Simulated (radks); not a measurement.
The oxygen anion O2-, [Ne], held by a Watson sphere: a shell of charge +2 at radius R that stands for the Madelung well of a crystal (potential energy -2/R inside, -2/r outside, in hartree with lengths in bohr). Calculated with a radial shooting solver on a logarithmic mesh with Libxc functionals: scalar-relativistic Kohn-Sham, LDA (Slater exchange, Perdew-Wang correlation), spin-unpolarised, spherical densities, point nucleus. Response by self-consistent Sternheimer equations with the Hartree and adiabatic LDA kernel, the relativistic mass of each level held fixed and spin-orbit coupling left out. The sphere does not respond.

| R (bohr) | e(1s) (eV) | e(2s) (eV) | e(2p) (eV) | <r> 2p (bohr) | sum of <r^2> (bohr^2) | X-ray form factor at sin(theta)/lambda = 0.2 1/angstrom | alpha (bohr^3) |
|---|---|---|---|---|---|---|---|
| 2.18 | -504.58 | -21.154 | -7.256 | 1.533 | 22.99 | 6.005 | 17.50 |
| 2.38 | -504.44 | -20.411 | -6.623 | 1.577 | 24.39 | 5.927 | 21.25 |
| 2.47 | -504.36 | -20.108 | -6.357 | 1.596 | 25.02 | 5.897 | 23.17 |
| 2.55 | -504.29 | -19.854 | -6.131 | 1.613 | 25.58 | 5.872 | 25.00 |
| 3.7 | -503.14 | -17.381 | -3.747 | 1.829 | 34.11 | 5.694 | 70.69 |
| 3.75 | -503.10 | -17.310 | -3.673 | 1.837 | 34.51 | 5.691 | 73.81 |
